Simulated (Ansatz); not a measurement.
Relaxation of FH$_{3}$SiTe (6 atoms, charge 0, multiplicity 1), to a largest force component of 0.02 eV/Å in at most 40 steps.

The calculation used RKS PBE0/def2-SVP (Ansatz).

```xyz
6
Properties=species:S:1:pos:R:3
F -1.726 0.123 0.233
Si -0.322 -0.099 -0.529
Te 1.473 -0.688 1.066
H -0.557 -1.228 -1.404
H -0.146 1.158 -1.233
H 1.277 0.734 1.866
```

Question: Where does it end, and by what steps?

Answer: It converged. The force dipped under the threshold on the way, but the program's further checks kept it going. After 7 steps the energy has fallen by 0.091 eV; H6 moved furthest, 0.24 Å.

```
step  energy less start (eV)  largest force component (eV/Å)  accepted
   0                  0.0000                           0.662       yes
   1                 -0.0699                           0.241       yes
   2                 -0.0704                           0.222       yes
   3                 -0.0834                           0.044       yes
   4                 -0.0894                           0.069       yes
   5                 -0.0911                           0.019       yes
   6                 -0.0913                           0.040       yes
   7                 -0.0913                           0.017       yes
```

```xyz
6
Properties=species:S:1:pos:R:3
F -1.862 0.047 0.206
Si -0.399 -0.108 -0.485
Te 1.361 -0.739 1.149
H -0.468 -1.221 -1.470
H -0.078 1.197 -1.121
H 1.447 0.824 1.720
```

Time of the run: 20 s on 1 thread of Intel(R) Xeon(R) Platinum 8488C (Sapphire Rapids), on a shared host, peak memory 0.16 GiB.
